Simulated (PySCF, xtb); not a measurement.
BrGeH3O, SMILES [OH][GeH2][Br].

xtb 6.7.1 with GFN2-xTB at its own geometry gives an orbital gap of 6.75 eV and a dipole moment of 4.18 D.

Geometry optimised at PBE0-D3(BJ)/def2-SVP. One conformer was computed; it need not be the lowest.

### Question
What does HF/def2-TZVPD in PySCF give? (The exact figures need the calculation; the answer reports its results.)

### Answer
gap 12.85 eV (levels -11.37 and 1.48 eV), dipole 1.67 D.
